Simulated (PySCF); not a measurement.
Substituent chemical shifts

Parent skeleton `[CH3:1][CH:2]([CH3:3])[O:4][C:5](=[O:6])[SiH3:7]`; one hydrogen on atom 7 is replaced by X. Hydrogens on one atom are averaged.

- PBE0/pcSseg-1 with gauge-including orbitals
- structure optimised with GFN2-xTB
- run in PySCF
- fast rotation and ring inversion assumed for equivalent nuclei, one computed conformer, no solvent, no relativistic terms

References, each an isolated molecule treated in the same way: ¹³C (σ = 186.93 ppm), ²⁹Si (σ = 349.16 ppm), ¹H (σ = 31.72 ppm) vs TMS; H2O for ¹⁷O (σ = 336.08 ppm).

Parent (X = H): C1/C3 23.9, C2 68.8, O4 284.5, C5 186.2, O6 515.2, Si7 -85.9, H(C1)/H(C3) 1.31, H(C2) 5.30, H(Si7) 4.06 ppm. Effects are Δδ = δ(X) − δ(H), positive for deshielding.

Known members:
| X | C1/C3 | C2 | O4 | C5 | O6 | Si7 | H(C1)/H(C3) | H(C2) | H(Si7) |
| --- | --- | --- | --- | --- | --- | --- | --- | --- | --- |
| N=CH2 | +0.2 | -1.7 | -7.0 | -0.2 | -28.7 | +29.6 | -0.01 | +0.22 | +1.23 |
| propynyl | -0.3 | -0.5 | -11.3 | -0.3 | -6.3 | +3.5 | +0.01 | -0.01 | +0.42 |
| SSiH3 | -0.3 | +2.9 | -14.2 | +6.6 | -15.0 | +37.2 | +0.05 | +0.02 | +0.91 |
| Cl | -0.3 | +0.5 | -11.8 | -1.8 | -7.0 | +48.6 | +0.03 | +0.00 | +0.98 |

Four more derivatives gave (Δδ, ppm):
```tsv
compound	C1/C3	C2	O4	C5	O6	Si7	H(C1)/H(C3)	H(C2)	H(Si7)
1	-0.2	+0.2	-8.9	+0.2	-5.9	+20.2	-0.01	+0.04	+0.43
2	+0.0	-1.6	-16.0	+3.9	-14.5	+34.2	-0.04	+0.19	+0.80
3	+0.0	+0.8	-6.8	-3.5	-1.2	+27.3	+0.09	+0.18	+0.33
4	+0.0	-1.0	-19.3	+3.2	-15.2	+31.7	-0.01	+0.24	+0.93
```

Their substituents are CH2CN, CH2F, OCH3, OSiH3. Which is which?

Results:

1: X = CH2F (CC(C)OC(=O)[SiH2]CF); 2: X = OCH3 (CO[SiH2]C(=O)OC(C)C); 3: X = CH2CN (CC(C)OC(=O)[SiH2]CC#N); 4: X = OSiH3 (CC(C)OC(=O)[SiH2]O[SiH3]).

Unscaled 17O shifts of doubly bonded oxygen tend to come out too high, by tens of ppm or more. Experimental scales use liquid or dissolved standards, which lie at an offset from isolated H2O (liquid H2O: subtract about 36 ppm).
